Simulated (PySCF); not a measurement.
SMILES [CH2](C)[Al]([CH2]C)[CH2]C at its GFN2-xTB optimised geometry (Å):

```
22

Al    -0.3645     0.1379     0.0000
C     -1.2489    -1.6691     0.0164
C     -2.5669    -1.8252    -0.7589
H     -1.4186    -2.0173     1.0469
H     -0.5136    -2.3803    -0.3968
H     -2.4354    -1.5471    -1.8039
H     -3.3409    -1.1867    -0.3382
H     -2.9255    -2.8552    -0.7247
C     -1.3156     1.9125     0.0000
C     -2.8511     1.8555    -0.0114
H     -0.9827     2.5161    -0.8588
H     -0.9960     2.4915     0.8806
H     -3.2215     1.2849     0.8396
H     -3.2114     1.3747    -0.9195
H     -3.2858     2.8552     0.0371
C      1.6464     0.1379     0.0000
C      2.2514     1.4787     0.4448
H      2.0493    -0.1106    -0.9929
H      2.0253    -0.6582     0.6584
H      1.9642     1.7072     1.4706
H      1.8942     2.2906    -0.1879
H      3.3409     1.4638     0.3930
```

Calculation: CAM-B3LYP/def2-SVP (PySCF). Cells within 0.4 Å of a nucleus heavier than hydrogen are left out (blank, or x).

Map of the deformation density (molecule minus spherical neutral atoms) (e/bohr³) on the plane z = 0.0 Å:

```
|111111111111111111111111111|
|111111111111111111111111111|
|111111111111111111111111111|
|111111111111111111111111111|
|111111111111111111111111111|
|111100000001111111111111111|
|111114410011011110111111111|
|111118921022001112310111111|
|111002x464x1000016921111111|
|111001xx65x4110003623201111|
|111002201256310001213201111|
|111101000133211214511111111|
|111110000111x1255x300011111|
|111111100111xx367x200111111|
|111110000122102212310111111|
|111100100145311101111111111|
|111102311176210100111111111|
|1111122034x4211111111111111|
|111110001136411111111111111|
|111111100013211111111111111|
|111111100001111111111111111|
|111111111111111111111111111|
|111111111111111111111111111|
|111111111111111111111111111|
|111111111111111111111111111|
|111111111111111111111111111|
|111111111111111111111111111|
```
Scale: ten equal steps from -0.015 (start of '0') to 0.089 (end of '9'), in the order '0123456789'; x runs from -5.50 to 5.50, y from -5.50 (bottom) to 5.50 (top).
